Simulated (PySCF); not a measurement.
A run for PySCF: D3(BJ) and D4 dispersion corrections on C2H6GeO (SMILES C[O][Ge][CH3]).

```python
from pyscf import gto
from pyscf.dispersion import dftd3, dftd4

mol = gto.M(
    atom='''
    C     2.00404557   -0.38514730   -0.02450112
    O     0.63625849   -0.10511674    0.21162193
    Ge   -0.54367896    0.12443652   -1.13382345
    C    -2.09251210    0.40970616    0.10182050
    H     2.26459943   -1.34302467    0.43332387
    H     2.61943811    0.39355656    0.43359812
    H     2.24362001   -0.43416411   -1.09353014
    H    -2.35068434   -0.54839440    0.56384569
    H    -2.96918579    0.78957123   -0.42469015
    H    -1.81190042    1.09857676    0.90111372
    ''',
    basis='def2-svp',
    charge=0, spin=0, verbose=0, max_memory=1800)
d3, d4 = {}, {}
for xc in ['hf', 'pbe', 'blyp', 'revpbe', 'tpss', 'r2scan', 'b3lyp', 'pbe0', 'bhlyp', 'camb3lyp', 'b2plyp']:
    d3[xc] = float(dftd3.DFTD3Dispersion(mol, xc=xc, version='d3bj', atm=False).get_dispersion()['energy'])
    print(f'D3(BJ) {xc:10s} {d3[xc]:14.8f} Eh')
for xc in ['hf', 'pbe', 'blyp', 'revpbe', 'tpss', 'r2scan', 'b3lyp', 'pbe0', 'bhlyp', 'camb3lyp', 'b2plyp']:
    d4[xc] = float(dftd4.DFTD4Dispersion(mol, xc={'camb3lyp': 'cam-b3lyp'}.get(xc, xc), atm=True).get_dispersion()['energy'])
    print(f'D4     {xc:10s} {d4[xc]:14.8f} Eh')
```

Program output:

```
D3(BJ) hf            -0.05394593 Eh
D3(BJ) pbe           -0.00645442 Eh
D3(BJ) blyp          -0.01417092 Eh
D3(BJ) revpbe        -0.01634973 Eh
D3(BJ) tpss          -0.00822454 Eh
D3(BJ) r2scan        -0.00177907 Eh
D3(BJ) b3lyp         -0.01163816 Eh
D3(BJ) pbe0          -0.00565724 Eh
D3(BJ) bhlyp         -0.00939832 Eh
D3(BJ) camb3lyp      -0.00527550 Eh
D3(BJ) b2plyp        -0.00555840 Eh
D4     hf            -0.02399079 Eh
D4     pbe           -0.00650962 Eh
D4     blyp          -0.01450096 Eh
D4     revpbe        -0.02069258 Eh
D4     tpss          -0.00878993 Eh
D4     r2scan        -0.00156096 Eh
D4     b3lyp         -0.01055275 Eh
D4     pbe0          -0.00546407 Eh
D4     bhlyp         -0.00809404 Eh
D4     camb3lyp      -0.00553565 Eh
D4     b2plyp        -0.00451600 Eh
```

The run finished.

Cost: about 0.03 core-seconds (a rough figure).
